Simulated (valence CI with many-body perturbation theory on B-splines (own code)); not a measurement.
# E1 line list for Hg⁷⁵⁺

Calculated by configuration interaction combined with many-body perturbation theory (CI+MBPT): three valence electrons over a frozen Dirac-Fock core [He], radial functions for each j: 11 s, 11 p, 9 d, 7 f, 5 g, 2 h, 1 i, with the one-electron correlation potential Σ1 (screened to all orders), the two-electron term Σ2, the three-electron term Σ3, Breit, model QED; selected single and double excitations, second order for the rest (own B-spline code, finite nucleus).

The last digits are not significant, and no measured levels were compared; by estimate large intervals hold to a few tenths of a per cent, small ones and those within an open d or f shell to about a per cent.

Lines 1 to 50 of 295 in falling wavelength, among levels below 1209.0 Ry, chosen from the strongest by gf and those to the six lowest levels. Wavelengths and rates use the calculated energies. Electric multipoles are in the length gauge, E1 and E2 with the static RPA response of the core. Weak lines are less certain than strong ones. Lines between different terms over intervals too small for the method are left out, as are lines whose strength nearly cancels. The highest levels of a list are the least certain.

Levels are named by their leading jj configuration (3d3/2^4 stands for four electrons in 3d with j = 3/2), which in mixed levels can hold well under half, so a name can repeat and another be missing. Letters in brackets count levels of one name in rising energy.

```
λ vac (Å)                          Upper                          Lower   A (s⁻¹)  log gf  Branch %
    58.33      (2p1/2 2p3/2 3d5/2) J=9/2      (2p1/2 2p3/2 3p3/2) J=7/2  6.14e+10   -0.50       0.2
    57.52  (2p1/2 2p3/2 3d5/2) J=7/2 [b]  (2p1/2 2p3/2 3p3/2) J=5/2 [b]  6.37e+10   -0.60       0.0
    57.34         (2s 2p1/2 3d5/2) J=7/2         (2s 2p1/2 3p3/2) J=5/2  7.17e+10   -0.55       0.0
    56.29         (2s 2p3/2 3d5/2) J=9/2         (2s 2p3/2 3p3/2) J=7/2  7.46e+10   -0.45      19.1
    56.27     (2s 2p3/2 3d5/2) J=7/2 [a]     (2s 2p3/2 3p3/2) J=5/2 [a]  5.72e+10   -0.66       0.0
    56.19          (2p1/2^2 3d5/2) J=5/2          (2p1/2^2 3p3/2) J=3/2  8.42e+10   -0.62       0.0
    56.14     (2s 2p1/2 2p3/2) J=3/2 [a]             (2s^2 2p3/2) J=3/2  1.50e+09   -2.55       0.5
    55.83  (2p1/2 2p3/2 3d5/2) J=7/2 [a]  (2p1/2 2p3/2 3p3/2) J=5/2 [a]  7.65e+10   -0.54       0.1
    55.40     (2s 2p1/2 3d5/2) J=5/2 [a]     (2s 2p1/2 3p3/2) J=3/2 [a]  7.73e+10   -0.67       0.0
    54.09     (2s 2p1/2 3d5/2) J=5/2 [b]     (2s 2p1/2 3p3/2) J=3/2 [b]  7.21e+10   -0.72       0.0
    51.96      (2p1/2 2p3/2 3p3/2) J=7/2     (2s 2p3/2 3p3/2) J=5/2 [b]  7.57e+10   -0.61       0.0
    47.14         (2s 2p1/2 2p3/2) J=5/2             (2s^2 2p3/2) J=3/2  1.05e+10   -1.68      96.0
    39.76             (2s 2p1/2^2) J=1/2             (2s^2 2p1/2) J=1/2  3.17e+10   -1.82     100.0
    38.36          (2p1/2^2 2p3/2) J=3/2         (2s 2p1/2 2p3/2) J=1/2  1.68e+10   -1.83       0.1
    35.91         (2s 2p1/2 2p3/2) J=1/2             (2s^2 2p3/2) J=3/2  2.28e+10   -2.05       0.1
    35.74     (2s 2p1/2 2p3/2) J=3/2 [b]             (2s^2 2p3/2) J=3/2  1.66e+10   -1.90       0.1
    30.58          (2p1/2^2 2p3/2) J=3/2         (2s 2p1/2 2p3/2) J=5/2  9.28e+10   -1.28       0.5
    27.70          (2p1/2^2 2p3/2) J=3/2     (2s 2p1/2 2p3/2) J=3/2 [a]  2.40e+10   -1.96       0.1
    19.09  (2p1/2 2p3/2 3d3/2) J=5/2 [b]  (2p1/2 2p3/2 3p1/2) J=3/2 [b]  9.57e+11   -0.50       0.0
    18.97     (2s 2p1/2 3d3/2) J=3/2 [b]     (2s 2p1/2 3p1/2) J=1/2 [b]  9.24e+11   -0.70       0.0
    18.92  (2p1/2 2p3/2 3d3/2) J=3/2 [b]  (2p1/2 2p3/2 3p1/2) J=3/2 [b]  1.06e+12   -0.64       0.0
    18.43     (2s 2p3/2 3d3/2) J=5/2 [a]         (2s 2p3/2 3p1/2) J=5/2  9.44e+11   -0.54       0.0
    18.40     (2s 2p3/2 3d3/2) J=5/2 [a]     (2s 2p3/2 3p1/2) J=3/2 [a]  8.22e+11   -0.60       0.0
    18.37     (2s 2p3/2 3d3/2) J=3/2 [b]         (2s 2p3/2 3p1/2) J=1/2  9.19e+11   -0.73       0.0
    18.25     (2s 2p3/2 3d3/2) J=5/2 [b]     (2s 2p3/2 3p1/2) J=3/2 [b]  1.82e+12   -0.26       0.1
    18.22     (2s 2p3/2 3d3/2) J=3/2 [a]     (2s 2p3/2 3p1/2) J=3/2 [a]  1.46e+12   -0.54       0.1
    18.17         (2s 2p3/2 3d3/2) J=7/2         (2s 2p3/2 3p1/2) J=5/2  1.77e+12   -0.15       0.1
    18.17  (2p1/2 2p3/2 3d3/2) J=5/2 [a]  (2p1/2 2p3/2 3p1/2) J=3/2 [a]  1.44e+12   -0.37       0.5
    18.17  (2p1/2 2p3/2 3p3/2) J=3/2 [a]     (2p1/2 2p3/2 3s) J=3/2 [b]  1.14e+12   -0.64       0.2
    18.16             (2s^2 3d3/2) J=3/2             (2s^2 3p1/2) J=1/2  1.76e+12   -0.46       0.1
    18.15          (2p1/2^2 3d3/2) J=3/2          (2p1/2^2 3p1/2) J=1/2  1.80e+12   -0.45       0.4
    18.14     (2s 2p3/2 3d5/2) J=7/2 [b]         (2p1/2 2p3/2 3s) J=5/2  1.21e+12   -0.32       0.1
    18.12     (2s 2p1/2 3d3/2) J=3/2 [a]     (2s 2p1/2 3p1/2) J=1/2 [a]  1.74e+12   -0.47       0.3
    18.07      (2p1/2 2p3/2 3d3/2) J=7/2      (2p1/2 2p3/2 3p1/2) J=5/2  1.82e+12   -0.15       1.8
    18.05     (2s 2p3/2 3d3/2) J=1/2 [a]     (2s 2p3/2 3p1/2) J=3/2 [a]  1.94e+12   -0.72       0.1
    18.04         (2s 2p1/2 3d3/2) J=5/2         (2s 2p1/2 3p1/2) J=3/2  1.79e+12   -0.28       0.4
    18.02     (2s 2p3/2 3p3/2) J=3/2 [a]        (2s 2p3/2 3s) J=3/2 [a]  2.18e+12   -0.37       0.4
    18.02  (2p1/2 2p3/2 3d3/2) J=3/2 [a]      (2p1/2 2p3/2 3p1/2) J=1/2  1.02e+12   -0.70       0.1
    17.93     (2s 2p3/2 3d3/2) J=1/2 [b]         (2s 2p3/2 3p1/2) J=1/2  1.61e+12   -0.81       0.1
    17.91     (2s 2p1/2 3p3/2) J=3/2 [b]        (2s 2p1/2 3s) J=1/2 [b]  1.50e+12   -0.54       0.3
    17.90  (2p1/2 2p3/2 3p3/2) J=1/2 [a]         (2p1/2 2p3/2 3s) J=1/2  1.58e+12   -0.82       0.2
    17.82  (2p1/2 2p3/2 3d3/2) J=1/2 [a]      (2p1/2 2p3/2 3p1/2) J=1/2  1.67e+12   -0.80       0.4
    17.81         (2s 2p1/2 3p3/2) J=1/2        (2s 2p1/2 3s) J=1/2 [b]  2.40e+12   -0.64       0.3
    17.80  (2p1/2 2p3/2 3p3/2) J=5/2 [a]     (2p1/2 2p3/2 3s) J=3/2 [a]  2.78e+12   -0.10       0.4
    17.76     (2s 2p3/2 3p3/2) J=5/2 [b]        (2s 2p3/2 3s) J=3/2 [b]  2.72e+12   -0.11       0.7
    17.65             (2s^2 3d5/2) J=5/2            (2s 2p1/2 3s) J=3/2  7.23e+11   -0.69       0.0
    17.61  (2p1/2 2p3/2 3d3/2) J=5/2 [b]      (2p1/2 2p3/2 3p1/2) J=5/2  6.93e+11   -0.71       0.0
    17.56         (2s 2p3/2 3p3/2) J=7/2            (2s 2p3/2 3s) J=5/2  2.98e+12    0.04      35.5
    17.56      (2p1/2 2p3/2 3p3/2) J=7/2         (2p1/2 2p3/2 3s) J=5/2  1.53e+12   -0.25       0.3
    17.55     (2s 2p1/2 3d3/2) J=3/2 [b]         (2s 2p1/2 3p1/2) J=3/2  8.57e+11   -0.80       0.0
```
